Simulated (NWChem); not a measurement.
System: C₅H₃Cl; SMILES C#CC(Cl)=C=C

```xyz
9

C      1.6488     2.0812     0.0000
C      0.9097     1.1196     0.0000
C      0.0336     0.0005     0.0000
Cl    -1.6817     0.3627     0.0000
C      0.4390    -1.2534     0.0000
C      0.8493    -2.4911     0.0000
H      2.3049     2.9323     0.0000
H      1.0283    -3.0312     0.9373
H      1.0283    -3.0312    -0.9373
```
Atoms are numbered in this order, from 1.

Computed with NWChem. Geometry optimised at PBE0/def2-SVP; all other runs use it. 

```
quantity                                                          level  value
--------------------------------------------------  -------------------  -----
anisotropy (bohr³), static                               PBE0/def2-SVPD   60.0
solvation free energy (kcal/mol) in water            PBE0/def2-SVP, SMD      ?
vertical, lowest state with f > 0.02, singlet (eV)  PBE0/def2-SVPD, TDA   5.45
vertical ionisation energy, ΔSCF (eV)                     PBE0/def2-SVP      ?
dipole (D)                                                PBE0/def2-SVP      ?
highest harmonic frequency (cm⁻¹)                         PBE0/def2-SVP   3489
```

Question: What belongs in the gaps?

Answer: 
- solvation free energy (kcal/mol) in water, value: 0.2
- vertical ionisation energy, ΔSCF (eV), value: 8.97
- dipole (D), value: 1.78
